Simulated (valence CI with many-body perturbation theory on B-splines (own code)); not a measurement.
# W69+: E2, E3, M1, M2 decay

Method: valence CI with perturbative core correlation (CI+MBPT): three valence electrons over a frozen Dirac-Fock core [He], radial functions for each j: 11 s, 11 p, 9 d, 7 f, 5 g, 2 h, 1 i, with the one-electron correlation potential Σ1, the two-electron term Σ2, the three-electron term Σ3, Breit, model QED; selected CI, second order for the rest (own B-spline code, finite nucleus).

The last digits are not significant, and no measured levels were compared; by estimate large intervals hold to a few tenths of a per cent, small ones and those within an open d or f shell to about a per cent.

Lines 1 to 34 of 34 in falling wavelength, among levels below 978.30 Ry, chosen from the decays that carry over 1 % of a level's rate. Wavelengths and rates use the calculated energies. Electric multipoles are in the length gauge, E1 and E2 with the static RPA response of the core. S is in atomic units (e²a₀⁴ for E2 and M2, e²a₀⁶ for E3), for M1 in squared Bohr magnetons. Weak lines are less certain than strong ones. Lines between different terms over intervals too small for the method are left out, as are lines whose strength nearly cancels. The highest levels of a list are the least certain.

Levels are named by their leading jj configuration (3d3/2^4 stands for four electrons in 3d with j = 3/2), which in mixed levels can hold well under half, so a name can repeat and another be missing. Letters in brackets count levels of one name in rising energy.

| λ vac (Å) | Upper | Lower | Type | A (s⁻¹) | S (a.u.) |
| --- | --- | --- | --- | --- | --- |
| 8.967 | (2s 2p1/2 2p3/2) J=3/2 [a] | (2s 2p1/2^2) J=1/2 | M1 | 1.52e+10 | 1.62e+00 |
| 8.721 | (2s 2p3/2 3d5/2) J=9/2 | (2s 2p1/2 3d5/2) J=7/2 | M1 | 1.40e+10 | 3.44e+00 |
| 8.710 | (2s 2p1/2 2p3/2) J=5/2 | (2s 2p1/2^2) J=1/2 | E2 | 9.05e+07 | 2.43e-05 |
| 8.475 | (2s^2 2p3/2) J=3/2 | (2s^2 2p1/2) J=1/2 | M1 | 1.40e+10 | 1.26e+00 |
| 1.343 | (2s 2p1/2 3p1/2) J=1/2 [a] | (2s 2p1/2 2p3/2) J=3/2 [a] | E2 | 2.42e+12 | 1.89e-05 |
| 1.339 | (2s^2 3p1/2) J=1/2 | (2s^2 2p3/2) J=3/2 | E2 | 3.07e+12 | 2.36e-05 |
| 1.299 | (2s 2p3/2 3p3/2) J=7/2 | (2s 2p3/2^2) J=3/2 | E2 | 1.01e+11 | 2.66e-06 |
| 1.285 | (2s 2p3/2 3p3/2) J=7/2 | (2s 2p3/2^2) J=5/2 | E2 | 1.06e+12 | 2.66e-05 |
| 1.283 | (2s 2p3/2 3p3/2) J=1/2 [b] | (2s 2p3/2^2) J=3/2 | E2 | 1.86e+12 | 1.15e-05 |
| 1.280 | (2s^2 3p3/2) J=3/2 | (2s^2 2p3/2) J=3/2 | E2 | 1.54e+12 | 1.89e-05 |
| 1.268 | (2s 2p3/2 3p3/2) J=1/2 [b] | (2s 2p3/2^2) J=5/2 | E2 | 5.95e+11 | 3.49e-06 |
| 1.262 | (2s 2p3/2 3d5/2) J=9/2 | (2s 2p3/2^2) J=5/2 | M2 | 8.49e+10 | 2.43e-06 |
| 1.262 | (2s 2p3/2 3d5/2) J=9/2 | (2s 2p3/2^2) J=5/2 | E3 | 5.22e+09 | 8.48e-07 |
| 1.118 | (2s 2p3/2 3p3/2) J=7/2 | (2s 2p1/2 2p3/2) J=5/2 | E2 | 7.75e+11 | 9.66e-06 |
| 1.118 | (2s 2p1/2 3p3/2) J=5/2 | (2s 2p1/2^2) J=1/2 | E2 | 1.73e+12 | 1.62e-05 |
| 1.114 | (2s 2p3/2 3p3/2) J=7/2 | (2s 2p1/2 2p3/2) J=3/2 [a] | E2 | 1.26e+12 | 1.54e-05 |
| 1.113 | (2s 2p3/2 3p3/2) J=1/2 [b] | (2s 2p1/2 2p3/2) J=3/2 [b] | E2 | 1.77e+12 | 5.40e-06 |
| 1.112 | (2s^2 3p3/2) J=3/2 | (2s^2 2p1/2) J=1/2 | E2 | 1.91e+12 | 1.16e-05 |
| 1.101 | (2s 2p3/2 3d5/2) J=9/2 | (2s 2p1/2 2p3/2) J=5/2 | M2 | 3.37e+10 | 4.87e-07 |
| 1.101 | (2s 2p3/2 3d5/2) J=9/2 | (2s 2p1/2 2p3/2) J=5/2 | E3 | 4.91e+09 | 3.06e-07 |
| 1.097 | (2s 2p3/2 3d5/2) J=9/2 | (2s 2p1/2 2p3/2) J=3/2 [a] | E3 | 9.97e+09 | 6.06e-07 |
| 1.091 | (2p1/2 2p3/2 3d3/2) J=5/2 [a] | (2s 2p1/2 2p3/2) J=1/2 | E2 | 3.13e+12 | 2.60e-05 |
| 1.090 | (2p1/2 2p3/2 3d3/2) J=7/2 | (2s 2p1/2 2p3/2) J=3/2 [b] | E2 | 4.52e+12 | 4.96e-05 |
| 1.087 | (2s 2p1/2 3d3/2) J=5/2 | (2s^2 2p1/2) J=1/2 | E2 | 6.09e+12 | 4.94e-05 |
| 1.085 | (2p1/2^2 3d3/2) J=3/2 | (2s 2p1/2^2) J=1/2 | E2 | 9.88e+12 | 5.30e-05 |
| 1.083 | (2p1/2 2p3/2 3d3/2) J=7/2 | (2s 2p1/2 2p3/2) J=5/2 | E2 | 4.45e+12 | 4.73e-05 |
| 1.080 | (2p1/2 2p3/2 3d3/2) J=3/2 [a] | (2s 2p1/2 2p3/2) J=3/2 [a] | E2 | 6.92e+12 | 3.64e-05 |
| 1.080 | (2p1/2 2p3/2 3d3/2) J=5/2 [a] | (2s 2p1/2 2p3/2) J=3/2 [a] | E2 | 4.45e+12 | 3.51e-05 |
| 1.080 | (2p1/2 2p3/2 3d3/2) J=1/2 [a] | (2s 2p1/2 2p3/2) J=3/2 [a] | E2 | 9.00e+12 | 2.36e-05 |
| 1.079 | (2p1/2 2p3/2 3d3/2) J=7/2 | (2s 2p1/2 2p3/2) J=3/2 [a] | E2 | 9.59e+11 | 1.00e-05 |
| 1.075 | (2s 2p3/2 3d5/2) J=3/2 [a] | (2s^2 2p3/2) J=3/2 | E2 | 1.64e+13 | 8.42e-05 |
| 1.072 | (2p1/2 2p3/2 3d5/2) J=9/2 | (2s 2p1/2 2p3/2) J=5/2 | E2 | 1.04e+13 | 1.32e-04 |
| 1.070 | (2p1/2 2p3/2 3d5/2) J=7/2 [a] | (2s 2p1/2 2p3/2) J=3/2 [a] | E2 | 9.36e+12 | 9.38e-05 |
| 1.069 | (2s 2p3/2 3d5/2) J=7/2 [b] | (2s^2 2p3/2) J=3/2 | E2 | 6.65e+12 | 6.64e-05 |
